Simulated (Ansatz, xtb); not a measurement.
Potential energy curve for GeBe, lowest triplet found (which spin is the ground state isn't settled by this scan).

UKS-PBE = unrestricted PBE/aug-cc-pVDZ in Ansatz (an electronic-structure program); ROHF/aug-cc-pVDZ (Ansatz); ROCCSD(T) = CCSD(T) on ROHF/aug-cc-pVDZ, cores with 3d frozen (Ansatz); GFN1-xTB (xtb).

Energies are in kJ/mol, each relative to the lowest point of its own curve between 1.89 and 2.73 Å, where full CI is lowest.

| R / Å | UKS-PBE | ROHF | ROCCSD(T) | GFN1-xTB |
|---|---|---|---|---|
| 1.56 | 354.2 | 380.8 | 392.9 | [?] |
| 1.68 | 190.0 | 209.6 | 218.4 | 285.3 |
| 1.78 | 103.6 | 119.4 | 124.2 | 124.2 |
| 1.89 | 45.5 | 58.6 | 58.7 | 37.9 |
| 1.95 | 25.9 | 37.9 | 35.6 | 15.2 |
| 2.07 | [?] | 14.4 | 8.6 | 0.0 |
| 2.10 | 2.2 | 11.3 | 4.9 | 0.3 |
| 2.17 | 0.0 | 7.0 | 0.0 | 5.2 |
| 2.24 | 1.6 | 2.5 | 60.4 | [?] |
| 2.32 | 6.7 | 0.0 | 55.6 | 26.8 |
| 2.45 | 19.9 | 4.4 | 55.2 | 50.4 |
| 2.55 | 32.4 | 12.6 | 58.8 | 68.3 |
| 2.73 | 56.3 | 22.4 | — | 96.1 |
| 2.90 | [?] | 28.1 | — | 117.7 |
| 3.15 | 104.5 | 34.1 | — | 142.5 |
| 3.46 | 127.7 | 38.6 | — | 163.4 |
| 3.82 | 144.0 | 41.2 | — | 177.3 |
| 4.24 | 154.1 | 42.7 | — | 184.8 |
| 4.72 | 159.3 | 43.5 | — | 188.5 |
| 5.43 | 162.1 | 43.9 | — | 191.3 |
| 6.28 | [?] | 44.1 | — | 193.0 |
| 7.33 | 163.1 | 44.1 | — | [?] |

Question: What belongs in the gaps?

Answer: 
- 1.56, GFN1-xTB: 664.5
- 2.07, UKS-PBE: 4.6
- 2.24, GFN1-xTB: 13.9
- 2.90, UKS-PBE: 77.8
- 6.28, UKS-PBE: 162.8
- 7.33, GFN1-xTB: 193.8

A dash means that the run gave no value there, or that the column was ended at a point which the program doubted or which failed a test of continuity chosen for this set; such a test can also cut sound points.

The T1 diagnostic of CCSD on the restricted reference of ROCCSD(T) exceeds 0.045 at 1.56 to 2.17, 2.45 to 2.73 Å. At the minimum ROCCSD(T) lies far from FCI: another state is possible.
